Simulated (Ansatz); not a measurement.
BH4PSSe, relaxed with RKS PBE0-D4/def2-TZVP in Ansatz 0.2.0 from a PBE-D4/def2-SVP geometry. The force threshold is 0.005 eV/Å; the program also tests the step.

Total charge 0; spin multiplicity 1. The bonds changed during the relaxation, so this is another structure than the one it started from.

Start:

```xyz
8

B     0.931   -0.407   -0.577
P    -0.530    0.861   -0.382
S    -2.185   -0.457   -0.479
Se    0.667   -0.049    1.527
H     1.977    0.080   -0.958
H     0.677   -1.578   -0.785
H    -3.113    0.428   -0.006
H     1.576    1.123    1.660
```

Problem. By how much does the energy fall, and how many steps does the optimiser take? (An estimate is asked.)

Solution. The calculation gave: 1.13 kcal/mol, in 6 steps.

Problem. Which bonds change most? (An estimate is asked.)

Solution. The calculation gave: P2–Se4 from 2.430 to 2.365 Å; P2–S3 from 2.118 to 2.088 Å; S3–H7 from 1.368 to 1.346 Å; B1–H6 from 1.217 to 1.195 Å.

Problem. Give the relaxed structure. (Estimate.)

Solution. Computed: 
```xyz
8

B     0.925   -0.408   -0.594
P    -0.513    0.848   -0.375
S    -2.147   -0.450   -0.454
Se    0.621   -0.033    1.504
H     1.967    0.069   -0.932
H     0.670   -1.558   -0.796
H    -3.061    0.421    0.011
H     1.539    1.111    1.635
```
